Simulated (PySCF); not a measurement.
**Dipole response of Mo³⁺ (molybdenum, charge +3)**

[Kr] 4d3, high-spin 4F determinant. Calculation: PySCF 2.14, in def2-QZVPPD with the def2 core potential (28 electrons); scalar relativity through the core potential. Coupled (time-dependent) response in atomic units; α is the mean over directions.

| method | mean α (bohr³) | C₆ (like pair) | S(−4) |
| --- | --- | --- | --- |
| UHF | 5.410 | 23.99 | 7.493 |
| PBE | 5.913 | 26.35 | 10.45 |
| PBE0 | 5.727 | 25.49 | 9.260 |
| MN15 | 5.995 | 26.53 | 10.67 |
| PBEsol | 5.958 | 26.63 | 10.59 |

S(−4) is the Cauchy moment in α(ω) = α(0) + S(−4) ω² + …

Spin-orbit coupling is absent.

α(iu) at PBEsol:

```csv
u (hartree),α(iu) (bohr³)
0,5.958
0.0500,5.931
0.100,5.855
0.200,5.584
0.300,5.219
0.500,4.446
0.750,3.616
1.00,2.963
1.50,2.049
2.00,1.472
3.00,0.8362
5.00,0.3586
```

For an ion, C₆ is the dispersion term alone; charge-induced terms of lower order in 1/R come first.

Energies and moments cover only the electrons outside the core potential.
